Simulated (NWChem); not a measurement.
System: C$_{4}$H$_{8}$; SMILES C(C)C=C

Input file for NWChem:

```
start job
memory heap 200 mb stack 900 mb global 1100 mb
geometry units angstroms
  C      0.047291     1.864571    -0.275826
  C      0.196102     0.721484     0.395690
  C     -0.574644    -0.538954     0.153948
  C      0.316020    -1.723280    -0.210069
  H     -0.689736     1.962364    -1.080188
  H      0.651865     2.746154    -0.046652
  H      0.952397     0.674208     1.191484
  H     -1.144756    -0.788168     1.067671
  H     -1.320433    -0.366463    -0.639684
  H      0.880240    -1.525965    -1.134634
  H     -0.277738    -2.637219    -0.364104
  H      1.049002    -1.933931     0.585194
end
basis spherical
  * library def2-svp
end
dft
  xc slater vwn_5
  iterations 150
end
driver
  maxiter 120
end
task dft optimize
task dft freq
```

Parts of the log:

```
             Northwest Computational Chemistry Package (NWChem) 7.3.0
             --------------------------------------------------------

 C1  symmetry detected

                             Geometry "geometry" -> ""
                             -------------------------

 Output coordinates in angstroms (scale by  1.889725989 to convert to a.u.)

  No.       Tag          Charge          X              Y              Z
 ---- ---------------- ---------- -------------- -------------- --------------
    1 C                    6.0000     0.04068784     1.86189338    -0.27810479
    2 C                    6.0000     0.21260939     0.71907617     0.38833210
    3 C                    6.0000    -0.56978682    -0.53976937     0.17772193
    4 C                    6.0000     0.30345629    -1.72651704    -0.21913479
    5 H                    1.0000    -0.72654440     1.96067954    -1.05358302
    6 H                    1.0000     0.65567603     2.74226385    -0.07327218
    7 H                    1.0000     0.99888204     0.67075374     1.15445578
    8 H                    1.0000    -1.10485816    -0.78680599     1.11297408
    9 H                    1.0000    -1.34518860    -0.36625503    -0.58677201
   10 H                    1.0000     0.83210247    -1.53137535    -1.16494174
   11 H                    1.0000    -0.29790476    -2.63919992    -0.34926817
   12 H                    1.0000     1.06603522    -1.93815968     0.54752058

 Effective nuclear repulsion energy (a.u.)     116.9051687205

                                Z-matrix (autoz)
                                --------

 Units are Angstrom for bonds and degrees for angles

[...]

      ----------------------
      Optimization converged
      ----------------------

  Step       Energy      Delta E   Gmax     Grms     Xrms     Xmax
  ---- ---------------- -------- -------- -------- -------- --------
@    3    -155.59908979 -1.8D-06  0.00018  0.00004  0.00069  0.00149
                                     ok       ok       ok       ok

                                Z-matrix (autoz)
                                --------

 Units are Angstrom for bonds and degrees for angles

[...]

 Rotational Constants
 --------------------
 A=   0.758066 cm-1  (  1.090664 K)
 B=   0.139128 cm-1  (  0.200170 K)
 C=   0.135778 cm-1  (  0.195351 K)

 Temperature                      =   298.15K
 frequency scaling parameter      =   1.0000

 Zero-Point correction to Energy  =   65.601 kcal/mol  (  0.104542 au)
 Thermal correction to Energy     =   68.976 kcal/mol  (  0.109920 au)
 Thermal correction to Enthalpy   =   69.568 kcal/mol  (  0.110863 au)

 Total Entropy                    =   71.261 cal/mol-K
   - Translational                =   37.976 cal/mol-K (mol. weight =  56.0626)
   - Rotational                   =   24.225 cal/mol-K (symmetry #  =        1)
   - Vibrational                  =    9.059 cal/mol-K

 Cv (constant volume heat capacity) =   18.459 cal/mol-K
   - Translational                  =    2.979 cal/mol-K
   - Rotational                     =    2.979 cal/mol-K
   - Vibrational                    =   12.500 cal/mol-K

[normal modes left out]

 ----------------------------------------------------------------------------
 Normal Eigenvalue ||           Projected Infra Red Intensities
  Mode   [cm**-1]  || [atomic units] [(debye/angs)**2] [(KM/mol)] [arbitrary]
 ------ ---------- || -------------- ----------------- ---------- -----------
    1       -0.000 ||    0.000025           0.001         0.024       0.039
    2       -0.000 ||    0.000044           0.001         0.043       0.069
    3        0.000 ||    0.000022           0.001         0.022       0.035
    4        0.000 ||    0.000033           0.001         0.032       0.052
    5        0.000 ||    0.000010           0.000         0.009       0.015
    6        0.000 ||    0.000020           0.000         0.020       0.032
    7      106.434 ||    0.000173           0.004         0.168       0.272
    8      234.159 ||    0.000027           0.001         0.027       0.043
    9      300.978 ||    0.000472           0.011         0.460       0.743
   10      422.314 ||    0.000699           0.016         0.681       1.100
   11      638.395 ||    0.011012           0.254        10.735      17.336
   12      761.349 ||    0.005500           0.127         5.362       8.659
   13      853.628 ||    0.003387           0.078         3.302       5.332
   14      891.419 ||    0.043130           0.995        42.045      67.899
   15      930.697 ||    0.005916           0.136         5.767       9.313
   16      984.335 ||    0.009074           0.209         8.846      14.285
   17     1022.784 ||    0.002731           0.063         2.663       4.300
   18     1062.572 ||    0.002373           0.055         2.313       3.735
   19     1144.742 ||    0.000982           0.023         0.958       1.546
   20     1214.151 ||    0.000161           0.004         0.157       0.253
   21     1233.855 ||    0.000961           0.022         0.936       1.512
   22     1272.239 ||    0.000837           0.019         0.816       1.317
   23     1322.393 ||    0.004192           0.097         4.087       6.600
   24     1355.384 ||    0.003779           0.087         3.684       5.949
   25     1375.046 ||    0.005529           0.128         5.390       8.705
   26     1391.635 ||    0.009582           0.221         9.341      15.084
   27     1406.104 ||    0.008674           0.200         8.455      13.655
   28     1701.181 ||    0.012467           0.288        12.153      19.626
   29     2940.931 ||    0.016054           0.370        15.651      25.274
   30     2962.067 ||    0.021951           0.506        21.399      34.557
   31     2999.642 ||    0.006495           0.150         6.332      10.226
   32     3042.117 ||    0.015252           0.352        14.868      24.010
   33     3055.006 ||    0.017618           0.406        17.175      27.735
   34     3058.132 ||    0.001510           0.035         1.472       2.376
   35     3065.213 ||    0.012058           0.278        11.755      18.983
   36     3161.767 ||    0.005927           0.137         5.778       9.331
 ----------------------------------------------------------------------------
```

Level: LDA (Slater exchange, VWN5)/def2-SVP.
